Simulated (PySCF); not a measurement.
B3LYP has the VWN-RPA correlation part, as in Gaussian. Delta-SCF ions had no search for a lower state. Excitations are Tamm–Dancoff values on a coarser integration grid. The basis has no diffuse functions, so Rydberg states are missing or too high.

## C3H9B, SMILES `CB(C)C` (charge 0, multiplicity 1)

Method: B3LYP-D3(BJ)/def2-TZVP // B3LYP-D3(BJ)/def2-SVP in PySCF.

```yaml
HOMO: -8.29 eV
dipole_moment: 0.06 D
HOMO–LUMO gap: 7.93 eV
LUMO: -0.37 eV
S1 excitation (TDA): 6.46 eV
S1 oscillator strength: 0.001
brightest of the four lowest singlets (TDA): 7.83 eV
T1 excitation (TDA): 5.94 eV
S1–T1 gap (TDA): 0.52 eV
vertical ionisation energy (Delta-SCF): 10.61 eV
total_energy: -3937.03 eV
cost: around 3.0 core-minutes (rough)
```

```xyz
13

C     -0.7584    -1.3506     0.2941
B      0.0046    -0.0081    -0.0247
C     -0.8104     1.3332    -0.1669
C      1.5745     0.0074    -0.1607
H     -1.7199    -1.4243    -0.2429
H     -1.0311    -1.3169     1.3683
H     -0.1802    -2.2734     0.1314
H     -0.9453     1.4870    -1.2578
H     -0.2646     2.2220     0.1911
H     -1.8189     1.3157     0.2759
H      1.9723    -0.0213     0.8749
H      1.9815    -0.8885    -0.6581
H      1.9906     0.9118    -0.6321
```
